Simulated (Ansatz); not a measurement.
Program: Ansatz. Geometries: PBE0-D4/def2-TZVP. ΔE: electronic, gas phase. CCSD(T)/CBS is the MP2 limit (def2-TZVPP, def2-QZVPP) plus CCSD(T) − MP2 in def2-TZVPP, frozen cores. This one scheme is used for every species. DFT in def2-TZVPP. B3LYP here is the variant with VWN-RPA as its local correlation; programs differ in this. For Ge outer-core shells are correlated without core-valence functions, which leaves a few kJ/mol of doubt a bond. Scalar relativity is left out up to krypton. Each species was taken in one conformer, which may not be the lowest.

Consider the hydrogenolysis of a Ge–Cl bond: `Cl[SiH2][S][GeH2][Cl]` + H₂ → `Cl[SiH2][S][GeH3]` + HCl.

`Cl[SiH2][S][GeH2][Cl]`:

Cartesian coordinates in Å:
```
Cl 0.522 -2.404 0.399
Si 1.533 -0.659 0.013
S 0.466 0.596 -1.329
Ge -1.476 0.764 -0.273
Cl -1.156 1.415 1.754
H 2.798 -0.983 -0.680
H 1.765 0.001 1.313
H -2.189 -0.586 -0.193
H -2.262 1.855 -1.003
```

H₂:

Z-matrix (Å, degrees):
```
H
H 1 0.746
```

`Cl[SiH2][S][GeH3]`:

Cartesian coordinates in Å:
```
Cl -1.205 2.471 2.114
Si -0.924 0.872 0.866
S 0.876 1.185 -0.208
Ge 1.024 -0.908 -0.974
H -2.093 0.793 -0.040
H -0.841 -0.359 1.690
H 1.810 -0.825 -2.286
H 1.749 -1.783 0.057
H -0.396 -1.445 -1.218
```

HCl:

Cartesian coordinates in Å:
```
Cl 0.321 -0.543 -0.108
H -0.321 0.543 0.108
```

CCSD(T)/CBS gives +59.1 kJ/mol.

Task: Another level gave +64.9 kJ/mol. Which?
A. PBE0/def2-TZVPP
B. PBE0-D4/def2-TZVPP
C. HF/def2-TZVPP
D. B3LYP-D4/def2-TZVPP

Result: D. B3LYP-D4 64.9, PBE0-D4 60.6, PBE0 53.7, HF/def2-TZVPP 49.2 kJ/mol.

Largest T1 diagnostic among the species: 0.011.

The D4 term adds +12.3 kJ/mol with B3LYP and +6.8 kJ/mol with PBE0; it sums over pairs of atoms, weighted by their polarisabilities, and B3LYP, whose exchange is more repulsive, gets the larger term. In def2-TZVPP, CCSD(T) changes the Hartree–Fock value by +7.0 kJ/mol (the triples alone add +4.2 kJ/mol) and MP2 by +16.7 kJ/mol.
